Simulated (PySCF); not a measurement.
**Steps of a relaxation of [TaO2Br2]−**

[TaO2Br2]− (singlet). PySCF 2.14.0, RKS PBE, Ta def2-SVP with ECP60, O def2-SVP, Br def2-SVP; non-relativistic Hamiltonian with scalar-relativistic core potentials where named; density fitting; no spin-orbit coupling. Origin of the start: template. Columns: position (Å) and force (eV/Å). Energies are counted from the last step; some of the 7 steps are shown. Forces carry noise of the integration grid, about 0.01 to 0.03 eV/Å.

Run from Python with OMP_NUM_THREADS=2. Where DIIS fails, smearing, a level shift and second-order steps follow.
It took 40 s on 2 threads of Arm Neoverse V1, with other jobs on the host, from the converged density of the start.

```xyz
5
step 0  E = 3.510 eV
Ta    0.0000    0.0000    0.5215     0.00    0.00  -19.87
O     0.8972    0.8972    1.4187     9.95    9.95   11.05
O    -0.8972   -0.8972    1.4187    -9.95   -9.95   11.05
Br    1.4068   -1.4068   -0.8853     1.32   -1.32   -1.11
Br   -1.4068    1.4068   -0.8853    -1.32    1.32   -1.11
```

```xyz
5
step 2  E = 0.058 eV
Ta    0.0000    0.0000    0.4370     0.00    0.00    1.59
O     1.0057    1.0057    1.5120    -0.27   -0.27   -0.39
O    -1.0057   -1.0057    1.5120     0.27    0.27   -0.39
Br    1.4739   -1.4739   -0.9364     0.45   -0.45   -0.41
Br   -1.4739    1.4739   -0.9364    -0.45    0.45   -0.41
```

```xyz
5
step 4  E = 0.001 eV
Ta    0.0000    0.0000    0.4605     0.00    0.00   -0.07
O     1.0031    1.0031    1.5156     0.00    0.00    0.04
O    -1.0031   -1.0031    1.5156     0.00    0.00    0.04
Br    1.5080   -1.5080   -0.9517     0.03   -0.03   -0.01
Br   -1.5080    1.5080   -0.9517    -0.03    0.03   -0.01
```

Task: Where does the relaxation end?

Result: It converges at step 6 in C2v:
```xyz
5
step 6  E = 0
Ta    0.0000    0.0000    0.4552
O     0.9994    0.9994    1.5173
O    -0.9994   -0.9994    1.5173
Br    1.5146   -1.5146   -0.9509
Br   -1.5146    1.5146   -0.9509
```

Task: How did the contacts change?

Result: 
| contact | start (Å) | end (Å) |
| --- | --- | --- |
| Ta1–O2 (O) | 1.554 | 1.768 |
| Ta1–O3 (O) | 1.554 | 1.768 |
| Ta1–Br4 (Br) | 2.437 | 2.562 |
| Ta1–Br5 (Br) | 2.437 | 2.562 |
